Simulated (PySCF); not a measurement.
# In(2+) (indium, charge +2): TPSS calculation

Configuration: [Kr] 4d10 5p1, 2P determinant (an excited configuration). Computed with PySCF 2.14 in x2c-TZVPPall with one added diffuse shell each of s, p, d, f type (9s7p5d3f, 76 functions), with scalar relativity by spin-free X2C-1e.

| Item | Value |
| --- | --- |
| Total energy | -5879.50 hartree |
| One-electron energy | -8057.68 hartree |
| Hartree (Coulomb) energy | 2338.71 hartree |
| Exchange-correlation energy | -160.53 hartree |
| ⟨S²⟩ | 0.7510 |
| ⟨L²⟩ | 2.008 |
| Sum of ⟨r⟩ | 28.66 bohr |
| Sum of ⟨r²⟩ | 34.98 bohr² |
| Traceless quadrupole moment −½Σ⟨3z² − r²⟩ along its main axis | -3.71 e·bohr² |
| Langevin diamagnetic susceptibility | -27.7 ×10⁻⁶ cm³/mol |

| shell | electrons | mean orbital energy (eV) | spread (eV) | rms radius, mean of both spins (bohr) |
| --- | --- | --- | --- | --- |
| 1s α | 1 | -27752.9 | 0 | 0.0340 |
| 1s β | 1 | -27752.8 | 0 | 0.0340 |
| 2s α | 1 | -4173.2 | 0 | 0.139 |
| 2s β | 1 | -4173.2 | 0 | 0.139 |
| 2p α | 3 | -3748.0 | 0.053 | 0.124 |
| 2p β | 3 | -3748.0 | 0.087 | 0.124 |
| 3s α | 1 | -809.82 | 0 | 0.372 |
| 3s β | 1 | -809.81 | 0 | 0.372 |
| 3p α | 3 | -669.91 | 0.188 | 0.373 |
| 3p β | 3 | -669.89 | 0.214 | 0.373 |
| 3d α | 5 | -451.98 | 0.168 | 0.353 |
| 3d β | 5 | -451.97 | 0.192 | 0.353 |
| 4s α | 1 | -139.89 | 0 | 0.904 |
| 4s β | 1 | -139.84 | 0 | 0.904 |
| 4p α | 3 | -98.249 | 0.423 | 0.985 |
| 4p β | 3 | -98.196 | 0.510 | 0.985 |
| 4d α | 5 | -37.995 | 0.416 | 1.26 |
| 4d β | 5 | -37.844 | 0.621 | 1.26 |
| 5p α | 1 | -17.482 | 0 | 3.00 |

Densities and radii are taken from the X2C orbitals without a picture-change correction, which distorts them close to the nucleus.
